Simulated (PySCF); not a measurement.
InBi: from constants to spectrum

UHF-CCSD(T) constants of InBi, ³Σ⁻ (triplet), unpaired electrons π ↑↑ (In def2-SVP with ECP28, Bi def2-SVP with ECP60; scalar-relativistic core potentials (PySCF 2.14); masses 114.9039 and 208.9804 u):

```
ωe              : 121.6 cm⁻¹
ωexe            : 0.232 cm⁻¹
Be              : 0.024283 cm⁻¹
αe              : 6.55e-05 cm⁻¹
D (centrifugal) : 3.87e-09 cm⁻¹
De to In + Bi   : 1.18 eV
```

**Question.** Give the vibrational terms G(v) and spacings up to v = 6.

**Answer.** G(v) = ωe(v+½) − ωexe(v+½)².

| v | G(v) (cm⁻¹) | G(v) − G(v−1) | Bv (cm⁻¹) |
| --- | --- | --- | --- |
| 0 | 60.7 |  | 0.02425 |
| 1 | 181.9 | 121.1 | 0.02418 |
| 2 | 302.6 | 120.7 | 0.02412 |
| 3 | 422.8 | 120.2 | 0.02405 |
| 4 | 542.5 | 119.7 | 0.02399 |
| 5 | 661.8 | 119.3 | 0.02392 |
| 6 | 780.6 | 118.8 | 0.02386 |

**Question.** How well does the Morse estimate ωe²/(4ωexe) reproduce De, and what is D0?

**Answer.** It gives 1.98 eV, 167 % of the computed De. D0 = De − G(0) = 1.18 − 0.01 = 1.17 eV.

Correlated steps freeze 8 core orbitals. Correlated levels converge slowly with the basis: in double zeta they bind strong bonds too weakly, by up to about 1 eV, and carry superposition errors of some tenths. These are scalar-relativistic numbers at best; spin–orbit coupling would shift them, the dissociation energy most. The state is the lowest determinant that a PBE0 search found; another state may lie lower at other levels.
